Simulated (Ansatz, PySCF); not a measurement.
Dimer: C2H6 (SMILES CC) (first 8 atoms) with CH3Br (SMILES CBr); geometry from B3LYP-D3(BJ)/def2-TZVP, rigid monomers moved along the line of their centres of mass till C2···H11 is 2.67 Å.
(charge 0, multiplicity 1):
```xyz
13

C      0.716    -0.471     0.110
C     -0.540     0.300     0.506
H      0.530    -1.122    -0.747
H      1.077    -1.095     0.929
H      1.527     0.209    -0.158
H     -0.894     0.929    -0.313
H     -0.348     0.950     1.361
H     -1.356    -0.376     0.772
C      0.172    -1.069     3.673
Br     1.442     0.420     3.652
H     -0.563    -0.883     2.898
H     -0.288    -1.094     4.655
H      0.729    -1.978     3.477
```

Monomers are frozen at their geometry in the pair; levels with a basis set take the counterpoise correction.

Cores are frozen in the correlated methods. Filled d and f shells under p-block atoms count as core.

Codes used: Ansatz (a quantum-chemistry and plane-wave program) with Gaussian orbitals; PySCF for the dispersion terms. Values without a source in brackets are computed.

PBE/def2-TZVPPD gives 0.72 kcal/mol for the interaction energy.

Predict the shift from PBE, with its sign, for: PBE-D3(BJ)/def2-TZVPPD, r2SCAN/def2-TZVPPD, PBE0/def2-TZVPPD, wB97M-V/def2-TZVPPD, MP2/aug-cc-pVDZ, CCSD(T)/aug-cc-pVDZ.

PBE-D3(BJ)/def2-TZVPPD -1.94; r2SCAN/def2-TZVPPD -1.00; PBE0/def2-TZVPPD -0.05; wB97M-V/def2-TZVPPD -1.91; MP2/aug-cc-pVDZ -1.43; CCSD(T)/aug-cc-pVDZ -1.21 kcal/mol. 0 of 6 lie above PBE; the widest gap is to PBE-D3(BJ)/def2-TZVPPD.
